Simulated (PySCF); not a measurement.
# ECD: `C=C(C)/C(C)=C/C(F)(F)F`, C7H9F3

Cartesian coordinates in Å; atom numbers follow the order of the lines, from 1:
```xyz
19

C    -2.323    0.084    0.638
C    -1.203   -0.479    0.152
C    -1.223   -1.900   -0.334
C     0.066    0.280    0.082
C     0.074    1.695    0.581
C     1.168   -0.310   -0.423
C     2.510    0.334   -0.551
F     2.499    1.402   -1.363
F     3.000    0.758    0.624
F     3.393   -0.534   -1.055
H    -3.257   -0.480    0.688
H    -2.353    1.113    1.001
H    -2.219   -2.342   -0.206
H    -0.959   -1.964   -1.402
H    -0.501   -2.524    0.216
H    -0.218    1.731    1.641
H     1.055    2.171    0.483
H    -0.654    2.302    0.021
H     1.146   -1.336   -0.790
```

Level of theory: TDDFT CAM-B3LYP/aug-cc-pVDZ circular dichroism and optical rotation, one conformer, gas phase (PySCF). Geometry: PBE0-D3(BJ)/def2-SVP.

No stereocentre is labelled: unless the shape is locked (an allene, a helicene, a hindered biaryl), the mirror image is equally populated and a measured rotation or CD is zero.

List the lowest 12 singlet excitations with oscillator and rotatory strengths.

Rotatory strengths R in 10⁻⁴⁰ esu² cm², velocity form and length form (origin at the centre of mass); f in length form.
```tsv
state	E (eV)	λ (nm)	f	R (velocity)	R (length)	main
1	5.51	225	0.565	-2.2	-2.3	HOMO→LUMO 0.98
2	6.30	197	0.003	+0.1	0.0	HOMO→LUMO+1 0.90
3	6.69	185	0.019	+0.1	+0.1	HOMO−1→LUMO 0.96
4	6.95	178	0.024	-0.4	-0.4	HOMO→LUMO+2 0.80, HOMO→LUMO+3 0.12
5	6.99	177	0.006	-0.5	-0.5	HOMO−2→LUMO 0.68, HOMO→LUMO+3 0.21
6	7.01	177	0.002	+0.1	+0.1	HOMO→LUMO+3 0.50, HOMO−2→LUMO 0.26
7	7.35	169	0.029	-0.1	-0.1	HOMO→LUMO+4 0.88
8	7.57	164	0.002	0.0	+0.1	HOMO→LUMO+8 0.50, HOMO→LUMO+5 0.36
9	7.61	163	3e-05	-0.1	0.0	HOMO−3→LUMO 0.86
10	7.70	161	0.009	+1.4	+1.5	HOMO→LUMO+9 0.48, HOMO→LUMO+10 0.13
11	7.75	160	0.004	-1.7	-1.8	HOMO→LUMO+6 0.56, HOMO−1→LUMO+1 0.09
12	7.82	159	2e-05	+0.5	+0.5	HOMO→LUMO+5 0.45, HOMO→LUMO+8 0.29
```

Among the states computed, the strongest CD band (largest |R|) is state 1. The largest dissymmetry factor in size, g = 4R/(D+G), with D and G the electric and magnetic dipole strengths, is -0.0051 for state 11 (velocity form, f = 0.004), among bands with |R| over 0.5. The mirror image has the same energies and oscillator strengths and all R with the opposite sign.
